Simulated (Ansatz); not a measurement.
Harmonic frequencies (cm⁻¹) at PBE0-D4/def2-TZVP from Ansatz: 25, 44, 153, 183, 203, 250, 288, 329, 509, 618, 640, 671, 764, 804, 822, 936, 1292, 1442, 1444, 1523, 2417, 3061, 3149, 3154.

Each molecule was computed in one conformer, which needn't be the lowest.

**Question.** Which molecule is it?
A. `[GeH3][SiH2][GeH3]`
B. `N[Si](F)(F)[SiH3]`
C. `C#C[SiH](C#C)C#C`
D. `C[Si](F)(Cl)N=C=O`

**Answer.** D.
